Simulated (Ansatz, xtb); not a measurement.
# Relative energy of two conformers of AlF2H3OSi

We compare X, `[F][AlH][O][SiH2]F`, a singlet, with Y, `[F][AlH][O][SiH2]F`, a singlet. Both are isolated molecules in the gas phase, relaxed with PBE0-D3(BJ)/def2-SVP.

X (Å):

```xyz
8

Al    1.2239    2.9151   -0.5841
F     2.5874    2.4664   -1.4159
F    -1.8819    0.3774   -1.1357
O    -0.2787    2.4761   -1.2245
Si   -1.5666    1.7564   -1.9269
H     1.3568    3.7415    0.7363
H    -1.2672    1.3997   -3.3374
H    -2.7621    2.6279   -1.8016
```

Y (Å):

```yaml
atoms:
  - { symbol: Al, position_ang: [-1.5602, -1.1344, 1.4396] }
  - { symbol: F, position_ang: [-2.5710, 0.1282, 1.8092] }
  - { symbol: F, position_ang: [1.8595, -0.1950, 3.2953] }
  - { symbol: O, position_ang: [0.1073, -0.8476, 1.4245] }
  - { symbol: Si, position_ang: [1.6135, -0.2733, 1.6952] }
  - { symbol: H, position_ang: [-2.1609, -2.5351, 1.0918] }
  - { symbol: H, position_ang: [1.7553, 1.1025, 1.1534] }
  - { symbol: H, position_ang: [2.6188, -1.2117, 1.1357] }
```

Task: Estimate E(Y) − E(X) at the level CCSD(T)/def2-SVP + ΔMP2/def2-TZVPP.

Result: Too close to call at this level: CCSD(T)/def2-SVP + ΔMP2/def2-TZVPP gives E(Y) − E(X) = 0.000 eV.

The same difference at several levels:

| level | geometry | E(Y) − E(X) (eV) | departure from the last row (eV) | job, with rough time for the two |
| --- | --- | --- | --- | --- |
| PBE0-D3(BJ)/def2-SVP | PBE0-D3(BJ)/def2-SVP | 0.000 | 0.000 | optimisation, 2.9 min |
| HF/def2-SVP | PBE0-D3(BJ)/def2-SVP | +0.002 | +0.002 | part of the CCSD(T) run |
| MP2/def2-SVP | PBE0-D3(BJ)/def2-SVP | −0.001 | −0.001 | part of the CCSD(T) run |
| CCSD(T)/def2-SVP | PBE0-D3(BJ)/def2-SVP | −0.001 | −0.001 | single point |
| CCSD(T)/def2-SVP + ΔMP2/def2-TZVPP | PBE0-D3(BJ)/def2-SVP | 0.000 |  | single point, 70 s |

The largest departure from CCSD(T)/def2-SVP + ΔMP2/def2-TZVPP is that of HF/def2-SVP, 0.002 eV. A small imaginary or near-zero mode remains, so no thermal terms are given. Levels run at GFN2-xTB geometries aren't shown. The last row adds to CCSD(T) the change of the MP2 difference between the two basis sets, here +0.001 eV.

The correlated steps freeze 13 core orbitals. Run with Ansatz 0.2.0; the last row on 1 thread of AMD EPYC (Zen 3) on a shared host.
